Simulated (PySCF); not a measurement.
Excitation energy of Cu²⁺ by level of theory

Cu²⁺ [Ar] 3d9 (2D) → Cu²⁺ [Ar] 3d8 4p1 (high-spin determinant), as a difference of total energies. Calculation: PySCF 2.14, in aug-cc-pwCVTZ-PP with ECP10MDF (8s8p7d4f3g, 122 functions); scalar relativity through the core potential. Correlated levels: valence: 3s2 3p6 frozen; valence and next inner shell: nothing frozen outside the core potential. The calculations carry no spin-orbit coupling.

```csv
method,excitation energy (eV)
UHF,12.945
LDA,15.267
PBE,14.548
PBE0,14.421
r2SCAN,13.724
BLYP,14.361
MN15,18.096
HSE06,14.385
MP2 (valence),15.244
SCS-MP2 (valence),15.158
MP2 (valence and next inner shell),15.659
SCS-MP2 (valence and next inner shell),15.433
```

Question: How much does correlation contribute at MP2 (valence and next inner shell)?

Answer: 15.659 − (12.945) = 2.714 eV, measured against UHF.

The determinant of the upper state mixes LS terms, which raises its energy above the lowest term, most at the Hartree-Fock and MP2 levels.
